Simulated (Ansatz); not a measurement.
# Dissociation curves of GeO (SMILES [O]=[Ge])

GeO: 2 atoms, total charge 0, spin state singlet. SMILES: `[O]=[Ge]`. Geometry: a GFN2-xTB relaxation, a rough one for these elements and not checked as a minimum.

```xyz
2

O     0.0000    0.0000    0.0000
Ge    0.0000    0.0000    1.5765
```

The O1–Ge2 distance is scanned; the parts on either side stay rigid. Basis STO-3G, 10 core orbitals frozen in the correlated methods; program Ansatz 0.2.0. FCI is exact within this basis and core. Energies in eV from each method's value at 1.576 Å; methods without a U are spin-restricted. The shape above is that at 1.576 Å.

```json
{"distance (Å)": "1.576", "SVWN5": "0.00", "PBE0": "0.00", "B3LYP": "0.00", "r2SCAN0": "0.00", "CAM-B3LYP": "0.00", "HSE06": "0.00", "FCI": "0.00"}
{"distance (Å)": "1.623", "SVWN5": "0.33", "PBE0": "0.30", "B3LYP": "0.31", "r2SCAN0": "0.31", "CAM-B3LYP": "0.35", "HSE06": "0.30", "FCI": "0.14"}
{"distance (Å)": "1.971", "SVWN5": "3.48", "PBE0": "3.51", "B3LYP": "3.47", "r2SCAN0": "3.62", "CAM-B3LYP": "3.87", "HSE06": "3.49", "FCI": "2.33"}
{"distance (Å)": "2.365", "SVWN5": "6.99", "PBE0": "7.40", "B3LYP": "7.24", "r2SCAN0": "7.63", "CAM-B3LYP": "8.03", "HSE06": "7.36", "FCI": "4.99"}
{"distance (Å)": "2.434", "SVWN5": "7.54", "PBE0": "8.01", "B3LYP": "7.83", "r2SCAN0": "8.26", "CAM-B3LYP": "8.68", "HSE06": "7.97", "FCI": "5.34"}
{"distance (Å)": "3.153", "SVWN5": "11.48", "PBE0": "12.44", "B3LYP": "12.12", "r2SCAN0": "12.61", "CAM-B3LYP": "12.67", "HSE06": "12.36", "FCI": "6.87"}
{"distance (Å)": "3.245", "SVWN5": "11.77", "PBE0": "12.73", "B3LYP": "12.44", "r2SCAN0": "12.81", "CAM-B3LYP": "12.83", "HSE06": "12.67", "FCI": "6.91"}
{"distance (Å)": "3.941", "SVWN5": "12.93", "PBE0": "13.46", "B3LYP": "13.40", "r2SCAN0": "13.44", "CAM-B3LYP": "13.41", "HSE06": "13.46", "FCI": "7.02"}
{"distance (Å)": "4.056", "SVWN5": "13.01", "PBE0": "13.50", "B3LYP": "13.44", "r2SCAN0": "13.48", "CAM-B3LYP": "13.45", "HSE06": "13.50", "FCI": "7.02"}
```

Departure from the FCI curve at its largest: SVWN5 +5.99 eV at 4.06 Å; PBE0 +6.48 eV at 4.06 Å; B3LYP +6.43 eV at 4.06 Å; r2SCAN0 +6.46 eV at 4.06 Å; CAM-B3LYP +6.43 eV at 4.06 Å; HSE06 +6.48 eV at 4.06 Å. Restricted functionals keep the electrons paired too, and rise too high.
